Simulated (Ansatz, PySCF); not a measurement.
C₂H₇InO, SMILES C[CH2][InH][OH]. Atoms are numbered in the order given.

```xyz
11

In    -0.5500     0.3153     0.0984
H     -2.0347     1.1583     0.3492
C      0.4301    -0.7705    -1.5316
C      1.8003    -1.3280    -1.1426
H      0.5032    -0.0754    -2.3842
H     -0.2586    -1.5722    -1.8457
H      1.7332    -2.0353    -0.2996
H      2.4990    -0.5304    -0.8407
H      2.2728    -1.8698    -1.9809
O      0.5678     0.3591     1.7870
H      1.4112    -0.1038     1.6906
```
Charge 0, spin multiplicity 1.

Coordinates come from a B3LYP-D3(BJ)/def2-SVP optimisation. The structure was generated by enumeration; whether it is a known compound was not checked. The def2 effective core potentials stand for the cores of In; spin–orbit coupling is left out. The values are those of a single conformer.

Two levels are set side by side: PBE-D3(BJ)/def2-SVP (Ansatz, a quantum-chemistry and plane-wave program) and B3LYP-D3(BJ)/def2-SVP (Ansatz). Each level has its own optimised geometry; the coordinates shown are those of the second. Frequencies come from the Hessian of PySCF at each geometry. Differences are taken from unrounded values.

```tsv
quantity	B3LYP-D3(BJ)	PBE-D3(BJ)	PBE-D3(BJ) minus B3LYP-D3(BJ)
mean bond length (Å)	1.395	1.403	0.007
bond In1–C3 (Å)	2.190	2.193	0.003
bond In1–O10 (Å)	2.025	2.041	0.015
bond C3–C4 (Å)	1.530	1.529	0.000
bond In1–H2 (Å)	1.726	1.733	0.007
bond C3–H5 (Å)	1.103	1.110	0.008
bond C3–H6 (Å)	1.103	1.110	0.008
bond C4–H7 (Å)	1.102	1.110	0.008
bond C4–H8 (Å)	1.102	1.110	0.008
bond C4–H9 (Å)	1.104	1.112	0.008
bond O10–H11 (Å)	0.967	0.976	0.010
highest harmonic wavenumber (cm⁻¹)	3827	3709	-118
mean harmonic wavenumber (cm⁻¹)	1346	1312	-33
zero-point energy (kcal/mol)	51.94	50.65	-1.29
```

GGA bonds tend to be longer and softer than those of functionals with exact exchange. Differences between two approximate levels are no errors against the true value.
